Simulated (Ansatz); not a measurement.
`PS[CH2][SnH3]` + H–F → `[F][SnH3]` + `CSP` at 600 K and 1 bar (ligand exchange at the Sn–C bond).

Gas-phase electronic energies from Ansatz, PBE0-D4/def2-TZVP geometries. CBS: MP2 limit from def2 TZ/QZ plus the TZ coupled-cluster correction, frozen cores. This one scheme is used for every species. Elements past krypton have def2 core potentials. For Sn outer-core shells are correlated without core-valence functions, which leaves a few kJ/mol of doubt a bond. One conformer a species, not always the lowest.

```tsv
species	CCSD(T)/CBS energy (Eh)	H − E (kJ/mol)	S (J/(mol·K))
`PS[CH2][SnH3]`	-994.97488	244.6	490.4
H–F	-100.39570	42.3	194.0
`[F][SnH3]`	-315.62493	91.4	313.0
`CSP`	-779.77158	194.1	375.2
```

H − E and S are ideal-gas, rigid-rotor, harmonic terms from PBE0-D4/def2-TZVP, for one conformer and one mirror image of each species. 1 Eh = 2625.50 kJ/mol, R = 8.31446 J/(mol·K).

Question: By hand: ΔE, ΔH, ΔS and ΔG.

Answer: ΔE = (-315.62493) + (-779.77158) − (-994.97488) − (-100.39570) = -0.02593 Eh = -68.1 kJ/mol. Δ(H − E) = 91.4 + 194.1 − 244.6 − 42.3 = -1.4, so ΔH = -69.5 kJ/mol. ΔS = 313.0 + 375.2 − 490.4 − 194.0 = 3.8 J/(mol·K). ΔG = -69.5 − 600 × (3.8)/1000 = -71.8 kJ/mol.

Question: By hand: the equilibrium constant, and the temperature at which ΔG would vanish if ΔH and ΔS stayed fixed.

Answer: log₁₀ K = −ΔG/(RT ln 10) = 6.3. ΔH and −TΔS have one sign here, so there is no such temperature. One of them is within its doubt of zero, so this could turn.

The number of gas molecules stays the same, so ΔS is small and ΔH decides. A doubt of 5 kJ/mol in ΔE shifts log₁₀ K by 0.4 here. Other conformers and mirror images would add mixing entropy, several J/(mol·K) or more a flexible species. Modes under 60 cm⁻¹, often nearly free rotors, make the harmonic entropy too high. These are equilibria of isolated gas molecules and say nothing of rates. Largest T1 diagnostic: 0.014 (customary marks: 0.02 for closed shells, 0.045 for open ones).
